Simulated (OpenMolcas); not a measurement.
# Exact exchange and the dipole moment of CsNa (NaCs)

The species is CsNa (2 atoms), meant as a singlet with charge 0. SMILES: `[Na][Cs]`. The coordinates come from a PBE0-D4/def2-TZVP relaxation.

The dipole moment y, in D, basis def2-TZVPPD with a core potential; a is the functional's share of exact exchange. Programs: OpenMolcas 26.06.

| functional | program | a | y (D) |
| --- | --- | --- | --- |
| PBE | OpenMolcas | 0 | 4.07 |
| revPBE | OpenMolcas | 0 | 4.31 |
| B3LYP | OpenMolcas | 0.2 | ? |
| PBE0 | OpenMolcas | 0.25 | 4.75 |
| BHLYP | OpenMolcas | 0.5 | 4.91 |

Q: Fit y = c + s·a to the known rows and predict B3LYP.

A: 
1. Means of the 4 rows: a = 0.1875, y = 4.510.
2. Σ(Δa)² = 0.17188, Σ(Δa·Δy) = 0.26, so the slope is 0.26/0.17188 = 1.5127.
3. Intercept: 4.510 − (1.5127) × 0.1875 = 4.226. The largest residual of the fit is 0.16.
4. B3LYP: 4.226 + (1.5127) × 0.2 = 4.53 D.

The run gave 4.24 D, so the prediction is off by +0.29 D, more than the scatter of the fit. More exact exchange makes the molecule more polar here. The rows mix families of semi-local functionals, which the line can't see.
